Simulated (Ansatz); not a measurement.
Input for Ansatz (a program for electronic structure): R-RI-MP2/def2-QZVPPD on AsH5S (a complex), monomers drawn apart or pushed together. Files ending in .json are basis or fitting sets from the Basis Set Exchange. The run froze 19 orbitals, filled d shells among them.

Ansatz 0.2 input:
```yaml
crystal:
  periodic: [false, false, false]
  atoms:
    - {symbol: S, position_ang: [-0.28019333, 0.37876062, 0.35636734]}
    - {symbol: H, position_ang: [-0.42542070, -0.95568377, 0.34686382]}
    - {symbol: H, position_ang: [1.00566485, 0.29105727, 0.73162682]}
    - {symbol: As, position_ang: [-0.05793698, -0.54027067, 3.61383043]}
    - {symbol: H, position_ang: [-1.52734782, -0.78213654, 3.29541539]}
    - {symbol: H, position_ang: [-0.26514395, 0.96438935, 3.71906446]}
    - {symbol: H, position_ang: [-0.28465294, -0.74094213, 5.11136065]}
basis:
  gaussian:
    orbitals: def2-QZVPPD.json
    fitting: {mean_field: def2-universal-JKFIT, correlation: def2-QZVPPD-RIFIT.json}
magnetization: {spin_polarized: false}
correlation: {method: mp2, electrons: outside_noble_gas}
scf: {lower_state_search: off}
```

It printed:

```
WARN ansatz: RAYON_NUM_THREADS=1 ignored (pool sized by the plan → 1); use --threads N
Functional definition: HF
these checks for a lower state are left out or cut short: stability, starts, cluster_reference, orbital_swaps, neighbouring_geometries, increment
integrals: 0.45 GiB planned
484 factors; integrals over basis functions are off by at most 2.6e0 eV
mean field: 0.71 GiB planned
mean field evaluation 1: about -71692.4945 eV, gradient 1.4e1 eV
mean field evaluation 2: about -71693.4615 eV, gradient 5.1e0 eV
mean field evaluation 4: about -71693.6048 eV, gradient 4.3e-1 eV
mean field -71693.60678410 eV, -2634.6914536435 hartree, gradient 1.6e-6 eV, S^2 0.000000; 0 other end points of the search recorded, 0 dependent functions left out
19 core orbitals not correlated
822 factors; their error is unknown
reference -71693.60678410 eV, -2634.6914536435 hartree; 8, 8 occupied and 312, 312 virtual orbitals, 822 factors
second order -10.39112763 eV of doubles, -0.00000000 eV of singles
Total energy: -71703.99791172 eV, -2635.0733205404 hartree
Checks for a lower state left out: stability, starts, cluster_reference, orbital_swaps, neighbouring_geometries, increment
```

Self-consistency was reached.

Cost: very roughly 5 core-seconds.
